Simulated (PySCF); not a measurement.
All of these have the formula C6H7FO. Method: PySCF 2.14.0, density-fitted response routines, TDDFT B3LYP/def2-SVPD, vertical, gas phase, core orbitals frozen in the response. Geometries: GFN2-xTB; one conformer of each isolated species. Triplets are in the Tamm–Dancoff approximation.

A. `O=C(F)C1=CCCC1`
B. `C#CC(=O)[C@@H](C)CF`
C. `F[C@@H]1C=C[C@]12CCO2`

Lowest singlet levels (six at most, fewer where fewer were computed) with oscillator strengths:

1. 320 nm (f 0.000); 253 nm (f 0.000); 215 nm (f 0.097); 200 nm (f 0.004); 194 nm (f 0.011); 182 nm (f 0.006); T1 3.35 eV
2. 244 nm (f 0.001); 229 nm (f 0.271); 181 nm (f 0.001); 180 nm (f 0.002); 177 nm (f 0.002); 172 nm (f 0.000); T1 3.48 eV
3. 231 nm (f 0.003); 188 nm (f 0.062); 182 nm (f 0.001); 177 nm (f 0.052); 172 nm (f 0.011); 171 nm (f 0.006); T1 4.47 eV

Question: Match each spectrum to its molecule.

Answer: 1 = B, 2 = A, 3 = C.
- A: S1 at 5.09 eV, HOMO-1→LUMO (97%); Löwdin shares by element: HOMO carbon 70% or more (atoms not listed hold the other 31%); LUMO carbon 62% or more, oxygen 19% (atoms not listed hold the other 18%); HOMO -7.68 and LUMO -2.06 eV.
- B: S1 at 3.88 eV, HOMO→LUMO (98%); Löwdin shares by element: HOMO oxygen 62%, carbon 28% or more; LUMO carbon 61% or more, oxygen 27%; HOMO -7.85 and LUMO -2.31 eV.
- C: S1 at 5.36 eV, HOMO→LUMO (99%); Löwdin shares by element: HOMO oxygen 51%, carbon 25% or more (atoms not listed hold the other 24%); LUMO carbon 68% or more, hydrogen 11% or more (atoms not listed hold the other 21%); HOMO -7.18 and LUMO -0.75 eV.
